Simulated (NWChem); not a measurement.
System: Si2H5O2F; SMILES O[SiH2][Si@@H](O)F

Here is an NWChem input.

```
start job
memory heap 200 mb stack 900 mb global 1100 mb
geometry units angstroms noautoz
  O      0.895321    -2.154254     0.317596
  Si    -0.623486    -1.425198     0.198716
  Si    -0.081002     0.765676    -0.466716
  O     -0.735427     1.873506     0.598483
  F      1.573087     0.710616    -0.292398
  H      1.604641    -1.483343     0.280136
  H     -1.367398    -1.418446     1.508662
  H     -1.462897    -2.156732    -0.812332
  H     -0.306067     1.198950    -1.891949
  H     -0.635088     2.812197     0.359172
end
basis spherical
  O library def2-svp
  Si library def2-svp
  F library def2-svp
  H library def2-svp
end
dft
  xc mn15
  grid xcoarse
  iterations 150
  mulliken
end
task dft gradient
```

Excerpt of the output:

```
             Northwest Computational Chemistry Package (NWChem) 7.3.0
             --------------------------------------------------------

 C1  symmetry detected

                             Geometry "geometry" -> ""
                             -------------------------

 Output coordinates in angstroms (scale by  1.889725989 to convert to a.u.)

  No.       Tag          Charge          X              Y              Z
 ---- ---------------- ---------- -------------- -------------- --------------
    1 O                    8.0000     0.70482817    -2.09838488     0.30503539
    2 Si                  14.0000    -0.73736427    -1.30199501    -0.06681668
    3 Si                  14.0000    -0.01645645     0.91040258    -0.41696853
    4 O                    8.0000    -0.85601811     1.95755530     0.57742360
    5 F                    9.0000     1.56157578     0.77570482     0.09401051
    6 H                    1.0000     1.42114021    -1.45557042     0.47339900
    7 H                    1.0000    -1.74130187    -1.36711962     1.05446707
    8 H                    1.0000    -1.36027077    -1.91860079    -1.28900967
    9 H                    1.0000     0.07515747     1.46166874    -1.81603330
   10 H                    1.0000    -0.68589742     2.90720946     0.44440337

 Effective nuclear repulsion energy (a.u.)     307.3346886870

                                 NWChem DFT Module
                                 -----------------

 Summary of "ao basis" -> "ao basis" (spherical)
 ------------------------------------------------------------------------------
       Tag                 Description            Shells   Functions and Types
 ---------------- ------------------------------  ------  ---------------------
 O                          def2-svp                 6       14   3s2p1d
 Si                         def2-svp                 8       18   4s3p1d
 F                          def2-svp                 6       14   3s2p1d
 H                          def2-svp                 3        5   2s1p

            General Information
            -------------------
          SCF calculation type: DFT
          Wavefunction type:  closed shell.
          No. of atoms     :    10
          No. of electrons :    58
           Alpha electrons :    29
            Beta electrons :    29
          Charge           :     0
          Spin multiplicity:     1
          Use of symmetry is: off; symmetry adaption is: off
          Maximum number of iterations: 150
          AO basis - number of functions:   103
                     number of shells:    49
          Convergence on energy requested:  1.00D-06
          Convergence on density requested:  1.00D-05
          Convergence on gradient requested:  5.00D-04

              XC Information
              --------------
                         MN15 Method XC Functional
                     Hartree-Fock (Exact) Exchange  0.440
                          MN15 Exchange Functional  1.000
                        MN15 Correlation Potential  1.000

             Grid Information
             ----------------
          Grid used for XC integration:  xcoarse
          Radial quadrature: Mura-Knowles
          Angular quadrature: Lebedev.
          Tag              B.-S. Rad. Rad. Pts. Rad. Cut. Ang. Pts.
          ---              ---------- --------- --------- ---------
          O                   0.60       21          12.0       194
          Si                  1.10       42          10.0       194
          F                   0.50       21          10.0       194
          H                   0.35       21          12.0       194
          Grid pruning is: on
          Number of quadrature shells:   252
          Spatial weights used:  Erf1

      Superposition of Atomic Density Guess
      -------------------------------------

 Sum of atomic energies:        -828.64830282

      Non-variational initial energy
      ------------------------------

 Total energy =    -829.861695
 1-e energy   =   -1760.762532
 2-e energy   =     623.566149
 HOMO         =      -0.306792
 LUMO         =       0.008087

     ---------------------------------------------
      Total Density - Mulliken Population Analysis
     ---------------------------------------------

    Atom       Charge   Shell Charges
 -----------   ------   -------------------------------------------------------
    1 O    8     8.80   1.99  1.11  0.65  3.09  1.96  0.00
    2 Si  14    13.38   2.00  1.99  0.99  0.28  5.94  1.03  0.98  0.18
    3 Si  14    12.87   2.00  1.99  0.95  0.22  5.93  0.88  0.65  0.25
    4 O    8     8.78   1.99  1.10  0.64  3.08  1.96  0.00
    5 F    9     9.60   1.99  1.15  0.79  3.52  2.16  0.00
    6 H    1     0.64   0.51  0.07  0.06
    7 H    1     1.09   0.70  0.39  0.01
    8 H    1     1.09   0.69  0.38  0.01
    9 H    1     1.11   0.70  0.40  0.01
   10 H    1     0.64   0.51  0.07  0.06

   convergence    iter        energy       DeltaE   RMS-Dens  Diis-err
 ---------------- ----- ----------------- --------- --------- ---------
 d= 0,ls=0.0,diis     1   -831.4705477023 -1.14D+03  1.53D-02  1.61D+00
 d= 0,ls=0.0,diis     2   -831.4309311185  3.96D-02  8.50D-03  1.95D+00
 d= 0,ls=0.0,diis     3   -831.6072387322 -1.76D-01  1.39D-03  7.58D-02
 d= 0,ls=0.0,diis     4   -831.6136947283 -6.46D-03  3.71D-04  2.48D-03
 d= 0,ls=0.0,diis     5   -831.6138837891 -1.89D-04  1.32D-04  6.11D-04
  Resetting Diis
 d= 0,ls=0.0,diis     6   -831.6139394271 -5.56D-05  3.27D-05  8.95D-06
 d= 0,ls=0.0,diis     7   -831.6139405764 -1.15D-06  1.16D-05  6.75D-07
 d= 0,ls=0.0,diis     8   -831.6139406103 -3.40D-08  4.93D-06  6.25D-07

         Total DFT energy =     -831.613940610306
      One electron energy =    -1764.088300230935
           Coulomb energy =      696.138256012072
    Exchange-Corr. energy =      -70.998585078435
 Nuclear repulsion energy =      307.334688686992

 Numeric. integr. density =       58.002380983337

                       DFT Final Molecular Orbital Analysis
                       ------------------------------------

 Vector   27  Occ=2.000000D+00  E=-3.877164D-01
              MO Center= -4.2D-01,  1.5D+00,  7.0D-02, r^2= 3.0D+00
   Bfn.  Coefficient  Atom+Function         Bfn.  Coefficient  Atom+Function
  ----- ------------  ---------------      ----- ------------  ---------------
    56      0.468091   4 O  pz               59      0.334350   4 O  pz
    54      0.237835   4 O  px               94      0.218930   9 H  s
    57      0.179064   4 O  px               95      0.169341   9 H  s
    68     -0.128924   5 F  px                5     -0.127794   1 O  py
    42     -0.104708   3 Si pz               35      0.103382   3 Si s

 Vector   28  Occ=2.000000D+00  E=-3.434710D-01
              MO Center= -3.8D-01, -1.7D+00,  3.7D-03, r^2= 2.8D+00
   Bfn.  Coefficient  Atom+Function         Bfn.  Coefficient  Atom+Function
  ----- ------------  ---------------      ----- ------------  ---------------
     6      0.422218   1 O  pz                9      0.314083   1 O  pz
    89      0.280642   8 H  s                84     -0.241422   7 H  s
    90      0.227983   8 H  s                85     -0.194483   7 H  s
    24     -0.157094   2 Si pz                4     -0.122153   1 O  px
    23     -0.105448   2 Si py                5      0.100749   1 O  py

 Vector   29  Occ=2.000000D+00  E=-3.187404D-01
              MO Center= -2.9D-01, -3.0D-01, -2.1D-01, r^2= 3.7D+00
   Bfn.  Coefficient  Atom+Function         Bfn.  Coefficient  Atom+Function
  ----- ------------  ---------------      ----- ------------  ---------------
    23      0.254569   2 Si py               41     -0.252446   3 Si py
    94     -0.214878   9 H  s                 5     -0.205379   1 O  py
    35      0.199572   3 Si s                26      0.183282   2 Si py
    84     -0.173934   7 H  s                95     -0.174042   9 H  s
    85     -0.160057   7 H  s                18      0.156186   2 Si s

 Vector   30  Occ=0.000000D+00  E= 4.052746D-03
              MO Center= -4.7D-01, -3.5D-01, -2.6D-01, r^2= 3.9D+00
   Bfn.  Coefficient  Atom+Function         Bfn.  Coefficient  Atom+Function
  ----- ------------  ---------------      ----- ------------  ---------------
    25      0.614474   2 Si px               43      0.466502   3 Si px
     3     -0.416332   1 O  s                26     -0.300953   2 Si py
    67     -0.254504   5 F  s                90      0.219607   8 H  s
    44     -0.211515   3 Si py               85      0.196993   7 H  s
    27      0.188111   2 Si pz               53      0.161179   4 O  s

[...]

                         DFT ENERGY GRADIENTS

    atom               coordinates                        gradient
                 x          y          z           x          y          z
   1 O       1.331932  -3.965372   0.576433    0.007212  -0.014876   0.001943
   2 Si     -1.393416  -2.460414  -0.126265   -0.001928   0.006758  -0.000670
   3 Si     -0.031098   1.720411  -0.787956   -0.004785  -0.003655  -0.004503
   4 O      -1.617640   3.699243   1.091172   -0.011191   0.000578   0.012276
   5 F       2.950950   1.465870   0.177654    0.015318  -0.002184   0.004845
   6 H       2.685566  -2.750629   0.894594    0.004338   0.007613   0.000734
   7 H      -3.290583  -2.583481   1.992654   -0.007813  -0.000638   0.008190
   8 H      -2.570539  -3.625630  -2.435875   -0.004593  -0.005145  -0.008902
   9 H       0.142027   2.762153  -3.431805    0.000756   0.004015  -0.011473
  10 H      -1.296158   5.493829   0.839801    0.002687   0.007535  -0.002440
```

Level: MN15/def2-SVP. Coordinates come from a PBE-D3(BJ)/def2-SVP optimisation.
